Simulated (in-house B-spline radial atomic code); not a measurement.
A fraction x of an electron is removed from 4d in Nd III (Nd2+), starting from [Xe] 4f4 and keeping the highest spin. Computed with an all-electron radial atomic-structure program (B-spline basis): scalar-relativistic (X2C) LDA VWN5, spin-polarised, spherical fractional occupations, Fermi nucleus of rms radius 4.9123 fm.

```tsv
x	E(x) - E(0) (eV)	4d down level (eV)
0	0.0000	-127.394
0.02	2.5513	-127.740
0.13	16.7088	-129.677
0.35	45.6761	-133.690
0.43	56.4311	-135.190
0.5	?	?
0.74	99.2614	-141.180
0.76	?	?
0.91	123.5493	-144.572
1	136.6428	-146.396
```

Q: What belongs in the row x = 0.5?

A: An energy change of 65.9408 eV; 4d down at -136.518 eV.

Q: What belongs in the row x = 0.76?

A: An energy change of 102.0889 eV; 4d down at -141.575 eV.

Q: Check Janak's theorem between x = 0.02 and 0.13.

A: The slope of the energy is 128.70 eV; the orbital levels give 128.71 eV (-ε of the emptying orbital, averaged over the two points).
